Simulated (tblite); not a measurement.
Compound: C2H2F3PS.
Z-matrix (Å and degrees, GFN2-xTB geometry), rows numbered from 1:
```
F 
C   1  1.3266
F   2  1.3138  1  111.74
C   2  1.3289  1  119.55  3  -177.23
F   4  1.3378  2  122.02  1  -179.30
P   4  1.8325  2  120.93  1    -8.94
S   6  1.9183  4  115.15  2   -82.29
H   6  1.3958  4   98.48  2   150.19
H   6  1.3942  4  100.49  2    46.93
```

Computed with GFN2-xTB (tblite): harmonic, unscaled wavenumbers at the GFN2-xTB geometry, gas phase. The method is semi-empirical: single wavenumbers can be off by several per cent or more. Modes of hydrogen on phosphorus can be 10 to 20 % off. One conformer, not necessarily the lowest.

Harmonic wavenumbers (cm⁻¹): 38.7, 89.8, 135.1, 189.5, 235.5, 370.6, 404.1, 438.3, 469.6, 560.9, 636.3, 742.6, 797.3, 892.1, 1004.6, 1037.5, 1163.5, 1212.8, 1732.3, 2251.9, 2265.5.

A = 2916, B = 1084, C = 916.4 MHz; mass 145.957 u (most abundant isotopes); point group C1, symmetry number 1.

What is the zero-point energy?

½Σν̃ = 8334 cm⁻¹ = 99.70 kJ/mol.

Entropy at 400 K, 1 bar (ideal gas, RRHO, classical rotation)?

Translation 177.11, rotation 125.41, vibration 116.95: S = 419.5 J/(mol K).

And Cp and H(400 K) − H(0)?

Cp = 136.98 J/(mol K), of which vibrations give 103.72 (their classical limit is 21 R = 174.6); H(400 K) − H(0) = 36.61 kJ/mol without the zero-point energy, 23.30 from vibrations.

What must be added to the electronic energy to get the Gibbs energy at 400 K and 1 bar?

ZPE + [H(400 K) − H(0)] − T·S = 99.70 + 36.61 − 167.79 = -31.48 kJ/mol.

Which modes carry the vibrational entropy at 400 K?

38.7 cm⁻¹: 24.72; 89.8 cm⁻¹: 17.75; 135.1 cm⁻¹: 14.40; 189.5 cm⁻¹: 11.66; 235.5 cm⁻¹: 9.94; 370.6 cm⁻¹: 6.51 J/(mol K); the other 15 give 31.98 together.

Hindered rotation and anharmonicity are outside this model. Other conformers, if any are populated, would add a mixing term that is left out. The structure is chiral; the term R ln 2 for an equal mix with its mirror image is left out.
